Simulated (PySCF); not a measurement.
tetraarsenic (As$_{4}$), singlet, at a GFN2-xTB geometry; DF-M062X/pcseg-1 (PySCF).

The PySCF input:
```python
from pyscf import gto, scf, dft

mol = gto.Mole()
mol.atom = '''
    As   -0.988186    0.085698   -1.072950
    As    0.663388    1.292591    0.155566
    As    0.992287   -1.019895   -0.332051
    As   -0.667489   -0.358394    1.249436
'''
mol.basis = 'pcseg-1'
mol.charge = 0
mol.spin = 0
mol.verbose = 5
mol.build()

mf = dft.RKS(mol)
mf.xc = 'm062x'
mf = mf.density_fit(auxbasis='def2-universal-jkfit')
mf.kernel()
mf.analyze()
```

Q: Predict the main parts of the log of this PySCF run.

A: 
```
PySCF version 2.14.0

[INPUT] verbose = 5
[INPUT] max_memory = 4000
[INPUT] num. atoms = 4
[INPUT] num. electrons = 132
[INPUT] charge = 0
[INPUT] spin (= nelec alpha-beta = 2S) = 0
[INPUT] symmetry False subgroup None
[INPUT] Mole.unit = angstrom
[INPUT] Symbol           X                Y                Z      unit          X                Y                Z       unit  Magmom
[...]
[INPUT] ---------------- BASIS SET ----------------
[INPUT] l, kappa, [nprim/nctr], expnt,             c_1 c_2 ...
[INPUT] As
[...]
                                15062.8           0.0140978    0    0    0    0
                                3427.76           0.0700313    0    0    0    0
                                968.153           0.244472    0    0    0    0
                                315.419            0.5    0    0    0    0
                                108.898           0.395452    0    0    0    0
                                208.617              0 -0.0798828    0    0    0
                                25.1148              0  0.5    0    0    0
                                11.3102              0 0.372555    0    0    0
                                3.93496              0 0.0432472    0    0    0
                                3.03771              0    0  0.5    0    0
                                1.24735              0    0 0.240289    0    0
                                0.276603             0    0    0    1    0
                                0.0998823            0    0    0    0    1
[...]
                                612.631           0.0243044    0    0    0
                                197.311           0.113168    0    0    0
                                73.7719           0.32585    0    0    0
                                29.8432            0.5    0    0    0
                                12.0398           0.27724    0    0    0
                                7.68772              0 0.289577    0    0
                                3.18206              0  0.5    0    0
                                1.31486              0 0.26456    0    0
                                0.393916             0    0    1    0
                                0.111712             0    0    0    1
[...]
                                39.0846           0.0867896    0
                                14.1215           0.283323    0
                                5.51628           0.495738    0
                                2.09379            0.5    0
                                0.720841          0.242044    0
                                0.238                0    1

nuclear repulsion = 1449.0691464196
number of shells = 12
number of NR pGTOs = 328
number of NR cGTOs = 108
basis = pcseg-1
ecp = {}

******** <class 'pyscf.df.df_jk.DFRKS'> ********
method = DFRKS
initial guess = minao
damping factor = 0
level_shift factor = 0
DIIS = <class 'pyscf.scf.diis.CDIIS'>
diis_start_cycle = 1
diis_space = 8
diis_damp = 0
SCF conv_tol = 1e-09
SCF conv_tol_grad = None
SCF max_cycles = 50
direct_scf = False
XC library pyscf.dft.libxc version 7.1.2
    S. Lehtola, C. Steigemann, M. J. T. Oliveira, and M. A. L. Marques,  SoftwareX 7, 1–5 (2018)
XC functionals = m062x
    Y. Zhao and D. G. Truhlar,  Theor. Chem. Acc. 120, 215 (2008)
    Y. Zhao and D. G. Truhlar,  Theor. Chem. Acc. 120, 215 (2008)
radial grids:
    Treutler-Ahlrichs [JCP 102, 346 (1995); DOI:10.1063/1.469408] (M4) radial grids

becke partition: Becke, JCP 88, 2547 (1988); DOI:10.1063/1.454033
pruning grids: <function nwchem_prune>
grids dens level: 3
symmetrized grids: False
atomic radii adjust function: <function treutler_atomic_radii_adjust>
small_rho_cutoff = 0
Set gradient conv threshold to 3.16228e-05
Initial guess from minao.
atom As rad-grids = 90, ang-grids = [ 50  50  50  50  50  50  50  50  50  50  50  50  50  50  50  50  50  50
  50  50  50  50  50  50  50  50  50  50  50  86  86  86  86  86  86  86
  86  86  86  86  86  86  86  86  86 350 350 350 350 350 350 350 350 350
 350 434 434 434 434 434 434 434 434 434 434 434 434 434 434 434 434 434
 434 434 434 434 434 350 350 350 350 350 350 350 350 350 350 350 350 350]
tot_boxes 2028, boxes in each direction [10 11 11]
Padding 0 grids
tot grids = 81696
nelec by numeric integration = 131.92922861486971
******** <class 'pyscf.df.df.DF'> ********
auxbasis = def2-universal-jkfit
num shells = 240, num cGTOs = 1064
size of aux basis 1064
int3c2e [1/1], AO [0:12], nrow = 5886
E1 = -15348.404775739553  E2 = 4958.953198494556  Ecoul = 5291.6549402110595  Exc = -332.7017417165031
init E= -8940.38243082539
cond(S) = 1152.5538779765345
[...]
  mo_energy =
[-4.28127286e+02 -4.28127279e+02 -4.28127279e+02 -4.28127279e+02
 -5.45926527e+01 -5.45926134e+01 -5.45926134e+01 -5.45926133e+01
 -4.89147538e+01 -4.89147537e+01 -4.89147537e+01 -4.89147520e+01
 -4.89146691e+01 -4.89146691e+01 -4.89146691e+01 -4.89146658e+01
 -4.89146658e+01 -4.89146657e+01 -4.89146617e+01 -4.89146617e+01
 -7.32606535e+00 -7.32306316e+00 -7.32306293e+00 -7.32306238e+00
 -5.39638547e+00 -5.39470558e+00 -5.39470530e+00 -5.39470493e+00
 -5.39187127e+00 -5.39187058e+00 -5.39186988e+00 -5.39179169e+00
 -5.39179144e+00 -5.39147598e+00 -5.39147543e+00 -5.39147444e+00
 -1.90485931e+00 -1.90140480e+00 -1.90140143e+00 -1.90139981e+00
 -1.90064262e+00 -1.90064186e+00 -1.89663087e+00 -1.89662741e+00
 -1.89662639e+00 -1.89493816e+00 -1.89493632e+00 -1.89493405e+00
 -1.89470747e+00 -1.89470572e+00 -1.89470378e+00 -1.89359214e+00
 -1.89358881e+00 -1.89288328e+00 -1.89288264e+00 -1.89287816e+00
 -1.04543857e+00 -6.46758810e-01 -6.46756342e-01 -6.46753444e-01
 -3.65718533e-01 -3.26007963e-01 -3.26006080e-01 -3.25997298e-01
 -2.85992174e-01 -2.85990064e-01 -6.22591922e-02 -6.22491283e-02
 -6.22467521e-02 -4.10594395e-02 -4.10569113e-02 -4.10537917e-02
  1.50585438e-01  2.08936900e-01  2.08939171e-01  2.08940629e-01
  3.14091822e-01  3.19725964e-01  3.19727954e-01  3.42115532e-01
[...]
converged SCF energy = -8942.66008630349
Total Energy =                       -8942.660086303494609
[...]
3 As 5py         0.17112   0.08382   0.01339  -0.02106   0.04526
3 As 5pz         0.16489   0.01265  -0.01714  -0.04164  -0.00090
3 As 3dxy        0.00064   0.00405   0.00030  -0.00171  -0.00068
3 As 3dyz       -0.00166  -0.00315  -0.00098  -0.00017   0.00145
3 As 3dz^2      -0.00213  -0.00070   0.00180   0.00402  -0.00218
3 As 3dxz       -0.00044   0.00186   0.00213   0.00321   0.00010
3 As 3dx2-y2     0.00190  -0.00195  -0.00039   0.00034   0.00016
3 As 4dxy        0.07022   0.39290   0.02588  -0.17284  -0.04329
3 As 4dyz       -0.18832  -0.33112  -0.09976  -0.01098   0.11375
3 As 4dz^2      -0.23838  -0.07581   0.18107   0.40723  -0.16529
3 As 4dxz       -0.04780   0.18609   0.21150   0.31853   0.00970
3 As 4dx2-y2     0.21663  -0.19749  -0.04837   0.01580   0.02607
               #106      #107      #108
0 As 1s         -0.00008  -0.00009  -0.00030
0 As 2s          0.00014   0.00016   0.00052
0 As 3s         -0.00057  -0.00062  -0.00235
0 As 4s         -0.00113  -0.00123   0.00340
0 As 5s         -0.17191  -0.18753  -0.22418
0 As 2px        -0.00025   0.00020   0.00044
0 As 2py        -0.00034  -0.00020  -0.00004
0 As 2pz         0.00008  -0.00033   0.00048
0 As 3px         0.00043  -0.00031  -0.00089
0 As 3py         0.00057   0.00032   0.00008
0 As 3pz        -0.00012   0.00057  -0.00097
0 As 4px        -0.00551  -0.00503  -0.00462
0 As 4py        -0.00028   0.00006   0.00040
0 As 4pz        -0.00525  -0.00659  -0.00502
0 As 5px         0.02602  -0.12792  -0.28064
0 As 5py         0.11891   0.07016   0.02433
0 As 5pz        -0.08932   0.04173  -0.30472
0 As 3dxy       -0.00090  -0.00087   0.00021
0 As 3dyz       -0.00085   0.00003   0.00023
0 As 3dz^2       0.00037  -0.00208  -0.00095
0 As 3dxz       -0.00222  -0.00175  -0.00264
0 As 3dx2-y2    -0.00096  -0.00038  -0.00121
0 As 4dxy       -0.06894  -0.05849   0.01139
0 As 4dyz       -0.07050  -0.01006   0.01237
0 As 4dz^2       0.02553  -0.16132  -0.05115
0 As 4dxz       -0.16129  -0.13402  -0.14250
0 As 4dx2-y2    -0.08604  -0.02137  -0.06513
1 As 1s          0.00027   0.00008  -0.00030
1 As 2s         -0.00046  -0.00015   0.00052
1 As 3s          0.00187   0.00059  -0.00235
1 As 4s          0.00369   0.00116   0.00340
1 As 5s          0.56107   0.17628  -0.22422
1 As 2px        -0.00022   0.00019  -0.00030
1 As 2py        -0.00023  -0.00016  -0.00058
1 As 2pz         0.00007  -0.00036  -0.00007
1 As 3px         0.00040  -0.00030   0.00060
1 As 3py         0.00044   0.00028   0.00117
1 As 3pz        -0.00010   0.00060   0.00014
1 As 4px        -0.01139  -0.00305   0.00311
1 As 4py        -0.02175  -0.00702   0.00604
1 As 4pz        -0.00243  -0.00155   0.00073
1 As 5px        -0.05281  -0.10124   0.18841
1 As 5py        -0.16948  -0.02489   0.36710
1 As 5pz        -0.05146   0.10946   0.04418
1 As 3dxy        0.00498   0.00053  -0.00214
1 As 3dyz        0.00073   0.00158  -0.00050
1 As 3dz^2      -0.00314  -0.00124   0.00148
1 As 3dxz        0.00037   0.00094  -0.00026
1 As 3dx2-y2    -0.00311  -0.00159   0.00153
1 As 4dxy        0.37526   0.04328  -0.11527
1 As 4dyz        0.05327   0.12606  -0.02704
1 As 4dz^2      -0.24132  -0.08090   0.08003
1 As 4dxz        0.02868   0.06771  -0.01387
1 As 4dx2-y2    -0.23267  -0.12661   0.08273
2 As 1s         -0.00002  -0.00021  -0.00030
2 As 2s          0.00004   0.00036   0.00052
2 As 3s         -0.00017  -0.00146  -0.00235
2 As 4s         -0.00032  -0.00288   0.00340
2 As 5s         -0.04962  -0.43929  -0.22415
2 As 2px        -0.00029   0.00010  -0.00044
2 As 2py        -0.00033  -0.00012   0.00045
2 As 2pz         0.00006  -0.00034   0.00015
2 As 3px         0.00047  -0.00020   0.00090
2 As 3py         0.00056   0.00024  -0.00092
2 As 3pz        -0.00009   0.00058  -0.00030
2 As 4px         0.00085   0.01300   0.00464
2 As 4py        -0.00218  -0.01341  -0.00477
2 As 4pz        -0.00037  -0.00499  -0.00156
2 As 5px         0.11143   0.11423   0.28179
2 As 5py         0.09344  -0.11073  -0.28964
2 As 5pz        -0.02385   0.06331  -0.09430
2 As 3dxy        0.00017   0.00400   0.00252
2 As 3dyz       -0.00048  -0.00194  -0.00084
2 As 3dz^2       0.00086   0.00181   0.00130
2 As 3dxz       -0.00030   0.00244   0.00082
2 As 3dx2-y2     0.00170   0.00026   0.00007
2 As 4dxy        0.02076   0.30141   0.13600
2 As 4dyz       -0.03202  -0.15656  -0.04551
2 As 4dz^2       0.05269   0.13304   0.07000
2 As 4dxz       -0.02443   0.18022   0.04427
2 As 4dx2-y2     0.13678   0.01762   0.00373
3 As 1s         -0.00016   0.00021  -0.00030
3 As 2s          0.00028  -0.00037   0.00052
3 As 3s         -0.00113   0.00150  -0.00235
3 As 4s         -0.00222   0.00296   0.00340
3 As 5s         -0.33955   0.45044  -0.22423
3 As 2px        -0.00024   0.00012   0.00030
3 As 2py        -0.00032  -0.00022   0.00016
3 As 2pz        -0.00001  -0.00028  -0.00056
3 As 3px         0.00042  -0.00022  -0.00060
3 As 3py         0.00055   0.00035  -0.00032
3 As 3pz        -0.00001   0.00050   0.00113
3 As 4px        -0.00715   0.00908  -0.00312
3 As 4py        -0.00425   0.00429  -0.00168
3 As 4pz         0.01242  -0.01708   0.00584
3 As 5px         0.00391   0.06149  -0.18957
3 As 5py         0.06576   0.12679  -0.10179
3 As 5pz         0.14791  -0.09917   0.35485
3 As 3dxy       -0.00176   0.00020  -0.00060
3 As 3dyz        0.00202  -0.00126   0.00112
3 As 3dz^2      -0.00143   0.00358  -0.00183
3 As 3dxz        0.00309  -0.00384   0.00208
3 As 3dx2-y2    -0.00020   0.00108  -0.00040
3 As 4dxy       -0.12838   0.02138  -0.03215
3 As 4dyz        0.16209  -0.08674   0.06019
3 As 4dz^2      -0.10345   0.27333  -0.09891
3 As 4dxz        0.23194  -0.28988   0.11212
3 As 4dx2-y2    -0.02377   0.08087  -0.02132
 ** Mulliken pop on meta-lowdin orthogonal AOs  **
 ** Mulliken pop  **
 ** Mulliken atomic charges  **
charge of    0As =     -0.00005
charge of    1As =      0.00003
charge of    2As =      0.00001
charge of    3As =      0.00002
Dipole moment(X, Y, Z, Debye):  0.00015, -0.00015,  0.00016
```
